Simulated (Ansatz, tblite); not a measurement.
Forces on Hg2O3⁻ at its PBE0-D4/def2-SVPD geometry. The state is a doublet with charge -1.

In the def2 sets Hg takes a core potential; there is no spin–orbit coupling. The xTB rows come from tblite. At PBE-D4/def2-TZVPD the charge -1 doublet is spin-contaminated (final ⟨S²⟩ up to 1.21, 0.75 for a pure state). The geometry of the doublet was relaxed on an unsound state (⟨S²⟩ 1.58, where a pure state has 0.75). Another isomer (doublet) lies 2.14 eV lower at PBE0-D4/def2-TZVPD; other spin states weren't run for this one.

GFN1-xTB (tblite), largest force 1.92 eV/Å:

```xyz
5
positions Å, forces eV/Å
Hg    0.097   -0.639    0.621    0.104    0.710    0.413
Hg   -0.338    1.113   -1.965    0.291   -0.886    1.683
O     0.086    1.631    0.143   -0.230   -0.550   -1.098
O     0.455   -1.040    2.563   -0.128   -0.064   -0.655
O    -0.300   -1.065   -1.363   -0.037    0.790   -0.343
```

GFN2-xTB (tblite), largest force 1.78 eV/Å:

```
Hg 0.139 0.369 0.657
Hg 0.279 -0.736 1.591
O -0.231 -0.406 -1.126
O -0.161 0.032 -0.842
O -0.027 0.741 -0.279
```

PBE-D4/def2-TZVPD (Ansatz), largest force 0.80 eV/Å:

```
Hg 0.147 0.012 0.770
Hg 0.105 -0.176 0.581
O -0.088 -0.135 -0.433
O -0.145 0.122 -0.780
O -0.020 0.177 -0.138
```
